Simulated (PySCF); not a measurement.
## How methods differ on the excitation energy of Si

Si [Ne] 3s2 3p2 (3P) → Si [Ne] 3s1 3p3 (5S), as a difference of total energies. Computed with PySCF 2.14 in x2c-TZVPPall (5s5p3d1f, 42 functions), with scalar relativity by spin-free X2C-1e. Correlated levels: valence and next inner shell: 1s2 frozen. The calculations carry no spin-orbit coupling.

```csv
method,excitation energy (eV)
UHF,2.662
MP2 (valence and next inner shell),3.758
SCS-MP2 (valence and next inner shell),4.182
CCSD (valence and next inner shell),3.963
CCSD(T) (valence and next inner shell),4.032
```

**Question.** How much does correlation contribute at CCSD(T) (valence and next inner shell)?

**Answer.** 4.032 − (2.662) = 1.370 eV, measured against UHF.

A first-order spin-orbit estimate (lowest level to lowest level, LS coupling) adds 0.016 eV.
